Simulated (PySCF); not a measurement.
# Computed structure and properties of [EuBr2]+

System: [EuBr2]+ (singlet in the valence; each metal's 4f electrons, 6 of them, lie in its core potential, out of spins and levels); start: template (C2v). Method: PySCF 2.14.0, RKS PBE0, Eu lcecp-1-SVP with ECP52, Br def2-SVP; non-relativistic Hamiltonian with scalar-relativistic core potentials where named; density fitting; no spin-orbit coupling.

Input of the relaxation:

```python
mol = gto.M(atom='''
Eu     0.00000     0.00000    -0.57983
Br     2.55090    -0.00000     0.56177
Br    -2.55090     0.00000     0.56177''',
    basis={'Eu': 'lcecp-1-SVP', 'Br': 'def2-SVP'},
    ecp={'Eu': 'lcecp-1-SVP'},
    charge=1, spin=0)
mf = dft.RKS(mol, xc='PBE0')
mf.grids.atom_grid = (50, 194)  # f atoms: unpruned, at least (60, 302)
mf = mf.density_fit()  # fitting sets: Eu AutoAux, Br def2-universal-JKFIT
mf.conv_tol = 1e-08; mf.max_cycle = 55
mf.kernel(dm0)  # dm0: converged density of the start geometry
# quasi-Newton relaxation in Cartesian coordinates to a largest gradient under 0.00045 Eh/bohr, steps kept in the point group
```

Run from Python with OMP_NUM_THREADS=2; the lines above give its settings. Where DIIS fails, smearing, a level shift and second-order steps follow.
It took 35 s on 2 threads of Arm Neoverse V1, on a shared host, from the converged density of the start.

Course of the relaxation:

```
step  energy above end (eV)  largest force component within the symmetry (eV/Å)
   0                 0.6643                                               2.017
   1                 0.2562                                               1.189
   2                 0.1123                                               0.775
   3                 0.0668                                               0.248
   4                 0.0277                                               0.389
   5                 0.0109                                               0.277
   6                 0.0005                                               0.091
   7                 0.0001                                               0.040
   8                 0.0000                                               0.001
```

Relaxed geometry (C2v):

```xyz
3

Eu    0.0000    0.0000   -0.8060
Br    2.0807    0.0000    0.6749
Br   -2.0807    0.0000    0.6749
```

```
     contact      Å
Eu1–Br2 (Br)  2.554
Eu1–Br3 (Br)  2.554
```

On the finer grid (75, 302):

```json
{
  "HOMO": "-12.88 eV",
  "LUMO": "-7.79 eV",
  "Dipole about the centre of mass": "7.51 D",
  "Set of Mulliken populations of Eu1 outside the core potential": "s 2.22, p 6.18, d 1.29, f 0.04",
  "D3(BJ) dispersion energy (not in the energies)": "-0.080 eV"
}
```

```json
{"atom": "Eu1", "Mulliken (e)": "1.27", "Löwdin (e)": "0.62", "spin (e)": "0.00"}
{"atom": "Br2", "Mulliken (e)": "-0.14", "Löwdin (e)": "0.19", "spin (e)": "0.00"}
{"atom": "Br3", "Mulliken (e)": "-0.14", "Löwdin (e)": "0.19", "spin (e)": "0.00"}
```

The 4f levels lie in the core potential and are missing. Their spin isn't counted.

On the grid (50, 194), as all that follows. Harmonic modes: a minimum within the noise of the softest modes; lowest 54 cm⁻¹ (negative: unstable), highest 284 cm⁻¹, zero-point energy 0.038 eV.

Taking off one Br (charge -1, singlet; the rest: singlet) in vacuum, both parts rigid, costs 13.59 eV; the small basis without counterpoise inflates it. Most of it is the attraction of opposite charges; other ways to part are cheaper, and one spin state was tried for the rest.

Rigid scan of Br along the line from its metal:

(distance to Br2 (Å), energy (eV)): (2.25, 0.923), (2.35, 0.357), (2.45, 0.079), (2.55, 0.000), (2.65, 0.063), (2.75, 0.220), (2.95, 0.705), (3.25, 1.595), (3.65, 2.740), (4.15, 3.878)

One start shape was tried, so this needn't be the lowest isomer.

An lcecp potential fixes the number of 4f electrons, so in runs with it no electron can move into or out of that shell.
